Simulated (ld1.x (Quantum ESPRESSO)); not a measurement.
## tantalum (Ta), PAW: configuration errors across variants

- Element: tantalum
- Generator: ld1.x (Quantum ESPRESSO) 7.5
- Type: PAW
- Functional: LDA (PZ)
- Relativity: fully relativistic
- Frozen core: [Xe] 4f14
- Valence charge: 5
- Reference configuration: 5d3 6s2 6p0
- Partial waves: 6s (bound): rcut 2.10, rcutus 2.80 bohr; 6s channel at 2.2 Ry: rcut 2.10, rcutus 2.80 bohr; 6p (bound, empty): rcut 3.55, rcutus 4.35 bohr; 6p channel at 4.1 Ry: rcut 3.55, rcutus 4.35 bohr; 5d (bound): rcut 1.70, rcutus 1.90 bohr; 5d channel at 0.9 Ry: rcut 1.70, rcutus 1.90 bohr
- Local potential: all-electron potential smoothed inside 2.80 bohr (lloc = -1)
- Core correction: a·sin(br)/r model core, default radius (ld1.x builds one for every PAW set, though the input has nlcc=.false.)
- Augmentation charge: PSQ, inside the norm-conserving radii

Open shells are filled in proportion to 2j + 1 (rel_dist='average').

All-electron excitation energies from the reference (eV): (1) 5d3 6s1 6p0 8.704; (2) 5d3 6s0 6p0 24.012; (3) 5d2 6s0 6p0 47.930; (4) 5d3 6s0 6p2 8.706; (5) 5d2 6s2 6p1 3.051; (6) 5d3 6s1 6p1 4.223; (7) 5d3.5 6s1.5 6p0 0.981.

3 further variants failed, have other tests or too few solved ones, and are left out.

Errors AE − PS in meV (a dash: test not solved or not reliable):

| change | (1) | (2) | (3) | (4) | (5) | (6) | (7) | bound ghosts |
| --- | --- | --- | --- | --- | --- | --- | --- | --- |
| base | +1.7 | +2.1 | -227 | +1.5 | -35 | +0.3 | -4.7 | not determined |
| all radii but the core radius scaled by about 0.93 (s 2.60, p 4.04, d 1.76 bohr, rcut 1.94/3.30/1.58); local potential all-electron potential smoothed inside 2.60 bohr (lloc = -1) | +3.0 | +6.5 | -221 | +1.2 | -38 | +0.6 | -4.8 | not determined |
| all radii but the core radius scaled by about 1.03 (s 2.90, p 4.50, d 1.96 bohr, rcut 2.18/3.68/1.76); local potential all-electron potential smoothed inside 2.90 bohr (lloc = -1) | +1.5 | +1.4 | -226 | +4.1 | -31 | +0.5 | -4.7 | not determined |
| all radii but the core radius scaled by about 1.10 (s 3.08, p 4.80, d 2.10 bohr, rcut 2.32/3.92/1.88); local potential all-electron potential smoothed inside 3.08 bohr (lloc = -1) | +0.8 | -1.9 | -231 | -28 | -58 | -3.8 | -4.7 | not determined |
| all radii but the core radius scaled by about 1.22 (s 3.42, p 5.32, d 2.32 bohr, rcut 2.56/4.34/2.08); local potential all-electron potential smoothed inside 3.42 bohr (lloc = -1) | +0.6 | -4.4 | -234 | -57 | -82 | -6.5 | -4.9 | not determined |

Question: Give the same row for: all radii but the core radius scaled by about 1.30 (s 3.64, p 5.66, d 2.48 bohr, rcut 2.74/4.62/2.22); local potential all-electron potential smoothed inside 3.64 bohr (lloc = -1).

Answer: +0.6, -5.9, -237, -54, -80, -6.2, -5.0; bound ghosts: not determined.
